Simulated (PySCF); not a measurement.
**Calculated NMR parameters of C[SiH2][C@H](F)C#C[SiH2]C(C)=O**

* Formula: C6H11FOSi2
* SMILES: C[SiH2][C@H](F)C#C[SiH2]C(C)=O
* InChI: InChI=1S/C6H11FOSi2/c1-5(8)10-4-3-6(7)9-2/h6H,9-10H2,1-2H3/t6-/m0/s1
* Point group of the computed structure: C1
* Degrees of unsaturation: 3
* Carbon signals: 6
* Proton signals: 7

Atoms are numbered as in `[CH3:1][SiH2:2][C@H:3]([F:4])[C:5]#[C:6][SiH2:7][C:8]([CH3:9])=[O:10]`; H(Xn) means a hydrogen on atom n. Ha(Si2), Ha(Si7) are pro-R; Hb(Si2), Hb(Si7) are pro-S.

One conformer, rapidly exchanging positions averaged, relativity neglected, no solvent. PBE0/pcSseg-1 with gauge-including orbitals; GFN2-xTB geometry; PySCF.

Shifts are taken against calculated references (same method and geometry level): TMS for 1H, 13C, 29Si; 19F vs CFCl3; H2O for 17O.

| carbon | δC, type | δH (multiplicity) | HMBC from (2–3 bonds) | span of the C tensor (ppm) |
| --- | --- | --- | --- | --- |
| C1 | -11.0, CH3 | 0.48 (m) | H(C3), Hb(Si2), Ha(Si2) | 11 |
| C3 | 80.3, CH | 5.67 (m) | Hb(Si2), Ha(Si2), H(C1) | 101 |
| C5 | 114.8, C | – | H(C3), Hb(Si7), Hb(Si2), Ha(Si7), Ha(Si2) | 305 |
| C6 | 98.3, C | – | H(C3), Hb(Si7), Ha(Si7) | 215 |
| C8 | 240.7, C | – | Hb(Si7), Ha(Si7), H(C9) | 240 |
| C9 | 40.7, CH3 | 2.73 (s) | Hb(Si7), Ha(Si7) | 73 |

Other nuclei:
| atoms | nucleus | environment | δ (ppm) | σ (ppm) |
| --- | --- | --- | --- | --- |
| Hb(Si7) | 1H | hydrogen on a silicon bonded to 2 C | 4.65 | 27.07 |
| Hb(Si2) | 1H | hydrogen on a silicon bonded to 2 C | 4.40 | 27.31 |
| Ha(Si7) | 1H | hydrogen on a silicon bonded to 2 C | 4.22 | 27.49 |
| Ha(Si2) | 1H | hydrogen on a silicon bonded to 2 C | 4.20 | 27.52 |
| F4 | 19F | fluorine on an sp3 carbon | -252.6 | 423.6 |
| Si2 | 29Si | silicon bonded to 2 C, 2 H | -38.3 | 387.5 |
| Si7 | 29Si | silicon bonded to 2 C, 2 H | -87.7 | 436.8 |
| O10 | 17O | carbonyl oxygen | 862.9 | -526.9 |

- Carbon types of the structure: 3 × C, 1 × CH, 2 × CH3, leaving 4 H on heteroatoms.
- δC 240.7: carbonyl carbon.
- δC 114.8, 98.3: alkyne carbon.
- δC 80.3: propargylic sp3 CH bonded to F and Si; deshielded by the electronegative neighbour.
- δC 40.7: methyl carbon α to a carbonyl; α to the electron-withdrawing carbonyl group.
- δH 0.48: hydrogen on a methyl carbon bonded to Si; an electropositive neighbour shields it, as in TMS itself.

Splittings by 19F in the carbon and heteronuclear signals aren't shown, as no couplings were computed. Shifts are as computed. Against solution values, carbons near 30 ppm lie about +3 ppm off and those near 130 ppm about +5 ppm. Of 1309 compounds with measured shifts, 239 miss one by over three times the rms of a fit or turn the order of signals round; such compounds aren't used in these exercises. Unscaled 19F shifts against computed CFCl3 carry errors that often reach 10 to 50 ppm. Unscaled 17O shifts of doubly bonded oxygen tend to come out too high, by tens of ppm or more. Experimental scales use liquid or dissolved standards, which lie at an offset from isolated H2O (liquid H2O: subtract about 36 ppm). Multiplicities follow the n + 1 count of equivalent neighbours, as no J values were calculated; m marks all less simple cases, F and P coupling included.
